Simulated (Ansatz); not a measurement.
A geometry relaxed with Ansatz (a program for electronic structure) with B3LYP-D3(BJ)/def2-SVP, charge 0, multiplicity 1:

```xyz
21

C     -1.2881     2.5494    -0.2058
C     -0.6418    -1.2384     0.0424
H      1.2646    -2.2492     0.1894
C      0.8201     1.1412    -0.0277
C     -1.5922    -2.3226     0.0611
S     -3.0248    -0.1559    -0.1306
Si     3.3815    -0.1367     0.1620
C      1.5048    -0.0967     0.0755
H      3.8360    -1.5521     0.2867
H     -1.9747     2.6964     0.6454
H     -1.3080    -3.3731     0.1350
H      3.8814     0.6412     1.3354
H      1.3949     2.0725    -0.0549
H     -1.9022     2.5906    -1.1215
C     -0.5689     1.2334    -0.0973
H     -3.7860    -2.5030    -0.0301
C      0.7644    -1.2802     0.1099
C     -2.8827    -1.8943    -0.0235
H     -0.5838     3.3929    -0.2273
C     -1.2840     0.0215    -0.0603
H      3.9896     0.4630    -1.0638
```

### Question
Write the SMILES of this molecule.

### Answer
`Cc1cc([SiH3])cc2ccsc12`
